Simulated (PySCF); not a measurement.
**`C[C@H](CC#N)[C@@H](F)Cl`, C5H7ClFN**

Geometry:
| atom | x (Å) | y (Å) | z (Å) |
| --- | --- | --- | --- |
| C1 | -1.048 | -1.307 | -0.190 |
| C2 | -0.127 | -0.112 | -0.418 |
| C3 | 1.224 | -0.317 | 0.282 |
| C4 | 2.141 | 0.756 | -0.007 |
| N5 | 2.856 | 1.614 | -0.251 |
| C6 | -0.775 | 1.186 | 0.064 |
| F7 | -1.923 | 1.419 | -0.625 |
| Cl8 | -1.185 | 1.123 | 1.801 |
| H9 | -2.001 | -1.141 | -0.686 |
| H10 | -1.230 | -1.449 | 0.872 |
| H11 | -0.600 | -2.211 | -0.593 |
| H12 | 0.040 | 0.016 | -1.495 |
| H13 | 1.672 | -1.255 | -0.057 |
| H14 | 1.078 | -0.371 | 1.364 |
| H15 | -0.125 | 2.057 | -0.084 |

Computed with TDDFT wB97X-D/def2-SVPD circular dichroism and optical rotation, one conformer, gas phase in PySCF. Geometry: GFN2-xTB.

The molecule is flexible and this is one conformer; a measurement averages over conformers.

**Question.** Draw the ECD and absorption spectra from the lowest 16 states, each a Gaussian of half-width 0.25 eV at 1/e height.

**Answer.** 
```csv
E (eV),λ (nm),Δε (L mol⁻¹ cm⁻¹),ε (L mol⁻¹ cm⁻¹)
7.11,174,-0.01,2.14
7.21,172,-0.05,9.02
7.31,170,-0.15,27.7
7.41,167,-0.32,62
7.51,165,-0.49,102
7.61,163,-0.47,128
7.71,161,-0.14,136
7.81,159,+0.41,150
7.91,157,+0.87,198
8.01,155,+0.96,282
8.11,153,+0.69,378
8.21,151,+0.34,437
8.31,149,+0.16,407
8.41,147,+0.30,301
8.51,146,+1.24,219
8.61,144,+4.43,307
8.71,142,+11.94,688
8.81,141,+24.04,1350
8.91,139,+37.05,2110
9.01,138,+46.03,2850
9.11,136,+47.49,3920
9.21,135,+35.35,5760
9.31,133,+1.86,8100
9.41,132,-46.77,10000
9.51,130,-86.09,11000
9.61,129,-96.06,11100
```
Δε uses R in velocity form, ε uses f in length form. Only the states computed contribute, so the short-wavelength end is incomplete.

The sign of the CD band at 129 nm isn't settled: the length form gives the opposite one.
